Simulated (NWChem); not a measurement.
NH$_{3}$Te; SMILES N[TeH]

```xyz
5

Te     0.0358    -0.3045     0.0000
H     -1.6252    -0.5683     0.0000
N      0.0770     1.7406     0.0000
H     -0.3878     2.1102     0.8271
H     -0.3878     2.1102    -0.8271
```
Atoms are numbered in this order, from 1.

Program: NWChem. Geometry: optimised at PBE0/def2-SVP (def2 core potentials past Kr).

For level PBE0/STO-3G, non-relativistic:

- highest occupied level (eV): -4.14
- orbital gap (eV): 7.42
- dipole (D): 2.70

Problem. Estimate the same quantities for level PBE0/3-21G, non-relativistic.

Solution. 
| Item | Result |
|---|---|
| highest occupied level (eV) | -6.19 |
| orbital gap (eV) | 5.68 |
| dipole (D) | 2.24 |
